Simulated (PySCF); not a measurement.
A geometry optimisation, step by step.

Compound: C₃H₆BFO₂.
SMILES with atom numbers: `[F:1][C@@H:2]1[CH2:3][CH2:4][O:5][BH:6][O:7]1` (hydrogens: H8 on C2; H9, H10 on C3; H11, H12 on C4; H13 on B6)

Computed by this run: PySCF, PBE0-D3(BJ)/def2-SVP geometry optimisation, gas phase; density fitting, grid level 1; the optimiser is geomeTRIC in internal coordinates, started from a GFN2-xTB structure with every atom displaced at random (about 0.01 Å). The frame can shift and turn from step to step; on so coarse a grid that alone can change the energy by a few meV, and forces under 0.02 eV/Å are noise.

Step 0: E = -10679.0747 eV, largest atomic force 2.323 eV/Å
```
atom  x, y, z in Å  |  force x, y, z in eV/Å
F1      1.189    0.083   -1.681   -0.305   0.243  -0.089
C2      1.206   -0.179   -0.333    0.756  -0.789  -0.210
C3     -0.005   -1.067    0.000    1.419   1.046   1.160
C4     -1.223   -0.233   -0.175   -2.175  -0.674   0.458
O5     -1.177    0.995    0.500    0.306   0.107   0.103
B6      0.012    1.575    0.739    0.448  -0.569  -0.308
O7      1.220    1.008    0.370   -0.668   0.035  -0.018
H8      2.191   -0.675   -0.172   -0.446   0.014   0.248
H9      0.115   -1.379    1.066   -0.129  -0.017  -0.480
H10     0.000   -1.937   -0.636   -0.065  -0.590  -0.396
H11    -2.136   -0.768    0.235    0.781   0.332  -0.523
H12    -1.413   -0.032   -1.230   -0.018  -0.010  -0.425
H13     0.027    2.594    1.305    0.097   0.871   0.481
```

Step 1: E = -10679.0975 eV, largest atomic force 1.038 eV/Å
```
atom  x, y, z in Å  |  force x, y, z in eV/Å
F1     -0.155    0.351   -2.016   -0.162  -0.021  -0.217
C2      0.726    0.330   -0.971    0.153   0.379  -0.252
C3      0.469   -0.905   -0.159   -0.157  -0.226  -0.200
C4     -0.925   -0.770    0.440    0.978   0.240  -0.252
O5     -0.944    0.361    1.289   -0.111   0.026   0.102
B6     -0.201    1.442    0.935   -0.662   0.172   0.034
O7      0.521    1.478   -0.216    0.575  -0.076  -0.220
H8      1.734    0.392   -1.417    0.010  -0.054   0.138
H9      1.234   -0.986    0.637   -0.170  -0.068  -0.086
H10     0.522   -1.807   -0.794    0.103   0.146   0.034
H11    -1.079   -1.672    1.022   -0.656  -0.252   0.394
H12    -1.670   -0.665   -0.378    0.104  -0.118   0.389
H13    -0.224    2.450    1.596   -0.006  -0.149   0.136
```

Step 2: E = -10679.1779 eV, largest atomic force 0.352 eV/Å
```
atom  x, y, z in Å  |  force x, y, z in eV/Å
F1     -0.118    0.394   -2.055    0.015  -0.047   0.059
C2      0.744    0.344   -0.988   -0.181   0.118   0.073
C3      0.466   -0.912   -0.187   -0.199   0.014   0.146
C4     -0.903   -0.786    0.475    0.278  -0.043  -0.211
O5     -0.952    0.367    1.289    0.094   0.117  -0.110
B6     -0.248    1.458    0.898    0.127   0.030   0.264
O7      0.550    1.483   -0.216    0.052  -0.154  -0.092
H8      1.766    0.383   -1.399   -0.005  -0.016   0.036
H9      1.234   -1.009    0.596    0.093  -0.049  -0.031
H10     0.519   -1.800   -0.834   -0.012   0.040  -0.008
H11    -1.123   -1.666    1.100   -0.033   0.103  -0.059
H12    -1.672   -0.693   -0.307   -0.114  -0.152  -0.015
H13    -0.255    2.437    1.598   -0.117   0.040  -0.053
```

Step 3: E = -10679.1919 eV, largest atomic force 0.187 eV/Å
```
atom  x, y, z in Å  |  force x, y, z in eV/Å
F1     -0.128    0.401   -2.039    0.021  -0.002   0.056
C2      0.743    0.342   -0.981   -0.042   0.089   0.049
C3      0.468   -0.919   -0.192   -0.097   0.047   0.153
C4     -0.892   -0.785    0.470    0.041  -0.044   0.007
O5     -0.942    0.373    1.281    0.025   0.058  -0.021
B6     -0.235    1.467    0.912   -0.040  -0.105  -0.078
O7      0.569    1.478   -0.202    0.065  -0.015  -0.012
H8      1.763    0.372   -1.394    0.003   0.007  -0.030
H9      1.247   -1.030    0.579    0.040  -0.039  -0.013
H10     0.511   -1.799   -0.848   -0.016   0.011  -0.037
H11    -1.128   -1.655    1.103    0.047   0.038  -0.025
H12    -1.672   -0.710   -0.305   -0.055  -0.039  -0.033
H13    -0.296    2.463    1.585    0.008  -0.006  -0.017
```

Step 4: E = -10679.1959 eV, largest atomic force 0.062 eV/Å
```
atom  x, y, z in Å  |  force x, y, z in eV/Å
F1     -0.131    0.416   -2.025   -0.019  -0.011  -0.017
C2      0.746    0.345   -0.974    0.009   0.011   0.004
C3      0.465   -0.919   -0.189    0.029   0.020   0.048
C4     -0.891   -0.787    0.471   -0.036   0.002   0.014
O5     -0.944    0.376    1.274   -0.020   0.010  -0.053
B6     -0.233    1.467    0.906   -0.052   0.009  -0.017
O7      0.587    1.479   -0.195    0.038  -0.003   0.049
H8      1.765    0.368   -1.394   -0.001  -0.006  -0.025
H9      1.252   -1.041    0.573   -0.011  -0.028  -0.007
H10     0.500   -1.792   -0.856   -0.001   0.003  -0.035
H11    -1.121   -1.652    1.109    0.039  -0.016   0.031
H12    -1.678   -0.728   -0.301    0.007   0.002   0.001
H13    -0.309    2.467    1.570    0.018   0.006   0.008
```

Step 5: E = -10679.1987 eV, largest atomic force 0.109 eV/Å
```
atom  x, y, z in Å  |  force x, y, z in eV/Å
F1     -0.135    0.430   -2.010   -0.035  -0.003  -0.036
C2      0.750    0.348   -0.967    0.043  -0.034  -0.006
C3      0.463   -0.920   -0.188    0.100   0.000  -0.045
C4     -0.890   -0.790    0.471   -0.091   0.019   0.026
O5     -0.954    0.384    1.259   -0.062  -0.021  -0.040
B6     -0.237    1.473    0.900    0.002  -0.001   0.017
O7      0.607    1.477   -0.181    0.026   0.029   0.030
H8      1.766    0.361   -1.397   -0.011   0.008  -0.009
H9      1.256   -1.058    0.566   -0.030  -0.006   0.003
H10     0.490   -1.784   -0.867    0.000   0.002  -0.008
H11    -1.108   -1.649    1.121    0.021  -0.012   0.044
H12    -1.681   -0.749   -0.299    0.035   0.013   0.021
H13    -0.319    2.474    1.561    0.004   0.005   0.004
```

Step 6: E = -10679.2006 eV, largest atomic force 0.122 eV/Å
```
atom  x, y, z in Å  |  force x, y, z in eV/Å
F1     -0.141    0.446   -1.995   -0.019   0.004  -0.017
C2      0.756    0.350   -0.962    0.025  -0.055   0.005
C3      0.463   -0.920   -0.189    0.078  -0.016  -0.092
C4     -0.891   -0.792    0.472   -0.057   0.010   0.017
O5     -0.971    0.393    1.241   -0.033  -0.014  -0.028
B6     -0.238    1.475    0.896    0.002   0.032   0.025
O7      0.631    1.474   -0.166    0.003   0.023   0.019
H8      1.766    0.357   -1.404   -0.011   0.005  -0.001
H9      1.258   -1.072    0.560   -0.020   0.013   0.014
H10     0.483   -1.778   -0.878   -0.001  -0.003   0.016
H11    -1.096   -1.643    1.138    0.011  -0.003   0.015
H12    -1.682   -0.771   -0.297    0.020   0.006   0.017
H13    -0.328    2.479    1.552    0.003  -0.003   0.010
```

Step 7: E = -10679.2013 eV, largest atomic force 0.053 eV/Å
```
atom  x, y, z in Å  |  force x, y, z in eV/Å
F1     -0.146    0.453   -1.988   -0.004   0.004  -0.003
C2      0.758    0.350   -0.960    0.003  -0.018   0.000
C3      0.464   -0.921   -0.190    0.020  -0.009  -0.049
C4     -0.893   -0.792    0.471   -0.004   0.006   0.009
O5     -0.982    0.399    1.228   -0.016  -0.005  -0.011
B6     -0.239    1.478    0.894    0.018  -0.003   0.012
O7      0.641    1.472   -0.159   -0.001   0.014   0.007
H8      1.765    0.357   -1.408   -0.003   0.002  -0.001
H9      1.257   -1.075    0.560   -0.008   0.015   0.012
H10     0.482   -1.779   -0.879    0.003  -0.001   0.014
H11    -1.089   -1.638    1.146   -0.003  -0.003   0.001
H12    -1.683   -0.784   -0.299    0.002   0.000   0.006
H13    -0.327    2.480    1.554   -0.005  -0.003   0.001
```

Step 8: E = -10679.2015 eV, largest atomic force under 0.02 eV/Å
```
atom  x, y, z in Å  |  force x, y, z in eV/Å
F1     -0.148    0.455   -1.987    0.005   0.004   0.008
C2      0.758    0.350   -0.961   -0.006   0.002  -0.001
C3      0.465   -0.921   -0.191   -0.010  -0.005  -0.009
C4     -0.894   -0.792    0.469    0.016  -0.001  -0.001
O5     -0.986    0.400    1.223    0.001  -0.002  -0.002
B6     -0.238    1.477    0.895    0.000   0.000   0.000
O7      0.644    1.471   -0.157   -0.001   0.000   0.003
H8      1.764    0.357   -1.411   -0.001  -0.002  -0.003
H9      1.255   -1.071    0.562    0.001   0.009   0.005
H10     0.484   -1.781   -0.877    0.005  -0.002   0.006
H11    -1.088   -1.636    1.147   -0.003  -0.001  -0.006
H12    -1.684   -0.788   -0.300   -0.006  -0.002   0.000
H13    -0.324    2.477    1.557   -0.001  -0.001   0.001
```

Q: Summarise the path.

A: The energy falls by 0.1268 eV from step 0 to step 8; nine tenths of that is first reached at step 3. It falls at every step. The largest force goes from 2.323 to under 0.02 eV/Å. Among the bonds B6–H13 changes most, from 1.166 to 1.203 Å; the atoms move by 0.028 Å rms after alignment.

Q: Follow the three bonds and two angles with the largest change from start to end.

A: 
| step | E above end (eV) | largest force (eV/Å) | B6–H13 (Å) | C4–H11 (Å) | C3–C4 (Å) | F1–C2–H8 (°) | C3–C4–O5 (°) |
| --- | --- | --- | --- | --- | --- | --- | --- |
| 0 | 0.1268 | 2.323 | 1.166 | 1.135 | 1.487 | 103.7 | 114.1 |
| 1 | 0.1040 | 1.038 | 1.205 | 1.085 | 1.524 | 106.2 | 108.6 |
| 2 | 0.0236 | 0.352 | 1.204 | 1.102 | 1.526 | 107.0 | 110.4 |
| 3 | 0.0096 | 0.187 | 1.203 | 1.101 | 1.518 | 107.3 | 110.7 |
| 4 | 0.0056 | 0.062 | 1.203 | 1.099 | 1.514 | 107.3 | 110.6 |
| 5 | 0.0028 | 0.109 | 1.203 | 1.099 | 1.512 | 107.3 | 110.8 |
| 6 | 0.0009 | 0.122 | 1.203 | 1.100 | 1.513 | 107.3 | 111.0 |
| 7 | 0.0002 | 0.053 | 1.203 | 1.100 | 1.515 | 107.2 | 111.2 |
| 8 | 0.0000 | under 0.02 | 1.203 | 1.100 | 1.516 | 107.2 | 111.2 |

What follows is the cost of the whole optimisation. On Arm Neoverse V1, one thread (shared host), this took 64 s and 0.55 GiB of memory at its peak.
